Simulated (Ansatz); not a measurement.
`C[SiH2][O][GaH2]`, 11 atoms. The species carries charge 0 and has multiplicity 1. Correlated methods include outer-core shells of Ga, which these sets cover unevenly. Scalar relativity is left out up to krypton. All runs use 4 threads of an Arm Neoverse V1 on a shared host. Correlated methods freeze the cores.

(1) Give the basis size and wall time and peak host memory of each of these runs in Ansatz. RKS ωB97M-V/def2-QZVPP energy; RKS HSE06 (plane-wave form)-D4/def2-TZVPP energy; RKS CAM-B3LYP-D4/def2-TZVPP energy; RKS PBE0-D4/def2-TZVP frequencies; RKS B97M-V/def2-TZVPP energy; RHF-CCSD(T)/def2-SVP energy; RKS PBE-QIDH (frozen core)/def2-TZVPP energy; direct RPA on PBE orbitals/def2-TZVPP energy; RHF-CCSD(T)/def2-TZVPP energy; RKS PBE0-D4/def2-TZVP relaxation (30 steps); RKS ωB97M-V/def2-SVP energy; RKS PBE0-D4/def2-QZVPP energy. (Estimate.)

## Answers

(1) Ansatz gave: Other jobs shared the machine, so times are rough.

```
                                    level                    job  functions  wall time  peak host memory (GiB)
RKS HSE06 (plane-wave form)-D4/def2-TZVPP                 energy        250        4 s                    0.74
              RKS CAM-B3LYP-D4/def2-TZVPP                 energy        250      4.2 s                    0.79
                     RKS ωB97M-V/def2-SVP                 energy        113        6 s                    0.38
    RKS PBE-QIDH (frozen core)/def2-TZVPP                 energy        250        6 s                    0.67
                     RHF-CCSD(T)/def2-SVP                 energy        113        7 s                    0.55
    direct RPA on PBE orbitals/def2-TZVPP                 energy        250      7.5 s                    0.65
                    RKS B97M-V/def2-TZVPP                 energy        250       11 s                    0.44
                   RKS PBE0-D4/def2-QZVPP                 energy        483       14 s                       2
                   RKS ωB97M-V/def2-QZVPP                 energy        483       29 s                     2.3
                    RKS PBE0-D4/def2-TZVP  relaxation (30 steps)        189      110 s                    0.53
                    RKS PBE0-D4/def2-TZVP            frequencies        189    2.6 min                    0.53
                   RHF-CCSD(T)/def2-TZVPP                 energy        250    2.9 min                     5.2
```
